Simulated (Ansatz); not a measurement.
Geometry optimisation, Ansatz, RKS PBE/def2-SVP.

Input:

```yaml
crystal:
  periodic: [false, false, false]
  atoms:
    - { symbol: Ge, position_ang: [-0.455043, -0.123337, -0.400333] }
    - { symbol: H, position_ang: [0.085875, 0.687691, 2.18102] }
    - { symbol: H, position_ang: [0.807278, -0.78468, 0.221126] }
    - { symbol: H, position_ang: [-0.256551, 1.405238, -0.569877] }
    - { symbol: H, position_ang: [-0.748923, -0.791198, -1.779897] }
    - { symbol: O, position_ang: [-1.884444, -0.363186, 0.647334] }
    - { symbol: H, position_ang: [-2.41837, -1.117617, 0.336004] }
    - { symbol: H, position_ang: [-0.59582, 0.45739, 2.251124] }
basis:
  gaussian: { orbitals: def2-SVP }
hamiltonian:
  xc: pbe
relax:
  f_tol: 0.03
  max_steps: 50
```

Run as:

```bash
$ ansatz run input.yaml --threads 1 --pin off --max-ram 2048MiB --backend cpu --events-out ev --progress --plain --runs-dir out
```

**Question.** Where does it end, and by what steps?

**Answer.** The forces met the threshold. After 17 steps the energy has fallen by 0.190 eV; H2 moved furthest, 1.49 Å.

| step | energy less start (eV) | largest force component (eV/Å) | accepted |
| --- | --- | --- | --- |
| 0 | 0.0000 | 1.749 | yes |
| 1 | -0.0967 | 0.211 | yes |
| 2 | -0.1233 | 0.272 | yes |
| 3 | -0.1325 | 0.790 | yes |
| 4 | -0.1553 | 0.207 | yes |
| 5 | -0.1484 | 0.344 | no |
| 6 | -0.1613 | 0.130 | yes |
| 7 | -0.1657 | 0.195 | yes |
| 8 | -0.1692 | 0.328 | yes |
| 9 | -0.1760 | 0.153 | yes |
| 10 | -0.1813 | 0.109 | yes |
| 11 | -0.1842 | 0.178 | yes |
| 12 | -0.1865 | 0.111 | yes |
| 13 | -0.1880 | 0.075 | yes |
| 14 | -0.1891 | 0.080 | yes |
| 15 | -0.1894 | 0.082 | yes |
| 16 | -0.1895 | 0.057 | yes |
| 17 | -0.1896 | 0.010 | yes |

```xyz
8
Properties=species:S:1:pos:R:3
Ge -0.418 -0.197 -0.905
H -0.594 0.627 3.504
H 0.887 -0.964 -0.544
H -0.121 1.267 -1.297
H -1.165 -0.942 -2.049
O -1.493 -0.042 0.543
H -1.762 -0.920 0.871
H -0.799 0.541 2.765
```

Whether the end is a true minimum wasn't checked by a vibrational analysis.

Run time: 30 s on 1 thread of Arm Neoverse V1 (shared host), peak memory 0.12 GiB.
